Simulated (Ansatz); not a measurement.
# C2H5ClSi (SMILES ClC1C[SiH2]1): methods side by side

C2H5ClSi: 9 atoms, total charge 0, spin state singlet. As SMILES, `ClC1C[SiH2]1`. The shape is that of a PBE0-D4/def2-TZVP optimisation.

Each level gives the electronic atomisation energy (eV). The values are calculated. Electronic energies at fixed atoms, without zero-point motion or spin-orbit coupling.

| level | kind | program | value (eV) |
| --- | --- | --- | --- |
| HF/def2-SVP | Hartree–Fock | Ansatz | 23.57 |
| PBE/def2-SVP | GGA | Ansatz | 32.65 |
| r2SCAN/def2-SVP | meta-GGA | Ansatz | 32.29 |
| r2SCAN0/def2-SVP | hybrid meta-GGA | Ansatz | 31.92 |
| wB97M-V/def2-SVP | range-separated hybrid | Ansatz | 32.60 |
| wB97X/def2-SVP | range-separated hybrid | Ansatz | 32.22 |
| PBE-QIDH/def2-SVP | double hybrid | Ansatz | 31.76 |
| RPA@PBE/def2-SVP | RPA | Ansatz | 29.10 |
| RPA@PBE0/def2-SVP | RPA | Ansatz | 29.64 |
| CCSD/def2-SVP | coupled cluster or CI | Ansatz | 29.95 |

Correlated wave functions underbind in double-zeta sets. The values span 23.57 to 32.65 eV.
